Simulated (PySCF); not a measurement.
Species: C3H4Cl2Si.
Structure used (GFN2-xTB), in Å, numbered top down from 1:
```
atom  x, y, z in Å
C1     2.2106    0.2535    0.2161
C2     1.0218   -0.2333    0.3504
C3    -0.1927   -0.6861    0.4552
Si4   -1.7019    0.1662   -0.2792
Cl5   -2.7451   -1.1905   -1.3590
Cl6   -1.1064    1.6792   -1.4732
H7     2.6268    0.9372    0.9373
H8     2.8423   -0.0131   -0.6150
H9    -0.3601   -1.6090    0.9957
H10   -2.5864    0.7005    0.7491
```

Computed with TDDFT B3LYP/def2-SVPD, vertical, gas phase, core orbitals frozen in the response (PySCF).

```json
{"state": "S1", "E (eV)": "5.34", "ν̃ (cm⁻¹)": "43060", "f": "0.0008", "main configurations (H = HOMO, L = LUMO)": "H→L (96%)"}
{"state": "S2", "E (eV)": "6.18", "ν̃ (cm⁻¹)": "49830", "f": "0.0023", "main configurations (H = HOMO, L = LUMO)": "H-1→L+1 (93%)"}
{"state": "S3", "E (eV)": "6.59", "ν̃ (cm⁻¹)": "53190", "f": "0.015", "main configurations (H = HOMO, L = LUMO)": "H-1→L (55%), H→L+1 (34%)"}
{"state": "S4", "E (eV)": "6.87", "ν̃ (cm⁻¹)": "55410", "f": "0.0028", "main configurations (H = HOMO, L = LUMO)": "H→L+2 (92%)"}
{"state": "S5", "E (eV)": "7.03", "ν̃ (cm⁻¹)": "56670", "f": "0.264", "main configurations (H = HOMO, L = LUMO)": "H-2→L (22%), H→L+1 (19%), H-1→L (13%)"}
{"state": "S6", "E (eV)": "7.10", "ν̃ (cm⁻¹)": "57250", "f": "0.138", "main configurations (H = HOMO, L = LUMO)": "H-2→L (64%), H→L+1 (15%)"}
{"state": "S7", "E (eV)": "7.15", "ν̃ (cm⁻¹)": "57690", "f": "0.074", "main configurations (H = HOMO, L = LUMO)": "H-1→L+2 (75%)"}
{"state": "S8", "E (eV)": "7.22", "ν̃ (cm⁻¹)": "58240", "f": "0.039", "main configurations (H = HOMO, L = LUMO)": "H→L+3 (69%), H-3→L (12%)"}
```

Triplets (Tamm–Dancoff): T1 4.58 eV, H-1→L (68%), H→L+1 (20%); T2 4.79 eV, H→L+1 (63%), H-1→L (22%); T3 5.00 eV, H→L (90%).

The lowest singlet lies at 5.34 eV (232 nm, ultraviolet) and is very weak; its leading configuration is HOMO→LUMO (96%). The strongest level in the table is S5 at 7.03 eV (176 nm, f = 0.264). Löwdin shares by element: HOMO carbon 77%, silicon 5% (atoms not listed hold the other 18%); LUMO carbon 59%, silicon 14% (atoms not listed hold the other 27%). The oscillator strengths of these states sum to 0.537; summed over the whole spectrum of an exact calculation they would give the number of electrons, 70 (Thomas–Reiche–Kuhn). Orbital energies (eV): HOMO-3 -9.10, HOMO-2 -9.03, HOMO-1 -8.02, HOMO -7.66, LUMO -0.96, LUMO+1 -0.45, LUMO+2 0.10. The listed states span 1.88 eV, and the widest gap between neighbours is 0.84 eV (S1 to S2). Singlets were solved by full linear response, triplets in the Tamm–Dancoff approximation.

One conformer stands for the species.
